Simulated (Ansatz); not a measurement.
Start from `[SH][GaH][Cl]` and change one atom or group to get `[Cl][GaH2]`.

Ansatz, PBE0-D4/def2-TZVP geometries, multiplicity 1. Each molecule was computed in one conformer, which needn't be the lowest.

Scalar relativity is left out up to krypton.

```
                                      property  `[SH][GaH][Cl]`
size of the dipole moment (PBE/def2-TZVPP) / D             2.22
            LUMO energy (PBE0/def2-TZVPP) / eV            -1.45
             LUMO energy (PBE/def2-TZVPP) / eV            -2.21
           HOMO energy (B3LYP/def2-TZVPP) / eV            -7.78
            HOMO energy (PBE0/def2-TZVPP) / eV            -8.04
zero-point energy (PBE0-D4/def2-TZVP) / kJ/mol             46.4
```

Task: What does the change do to each property? (Best estimate.)

Result: Ansatz gave: 
| property | `[Cl][GaH2]` | shift |
| --- | --- | --- |
| size of the dipole moment (PBE/def2-TZVPP) / D | 1.78 | -0.44 |
| LUMO energy (PBE0/def2-TZVPP) / eV | -1.83 | -0.38 |
| LUMO energy (PBE/def2-TZVPP) / eV | -2.62 | -0.41 |
| HOMO energy (B3LYP/def2-TZVPP) / eV | -8.21 | -0.43 |
| HOMO energy (PBE0/def2-TZVPP) / eV | -8.45 | -0.41 |
| zero-point energy (PBE0-D4/def2-TZVP) / kJ/mol | 37.8 | -8.6 |

The zero-point energy changes by -8.6 kJ/mol with -3 modes. Dipoles are sizes alone; their direction can turn.

B3LYP here is the variant with VWN-RPA as its local correlation; programs differ in this.
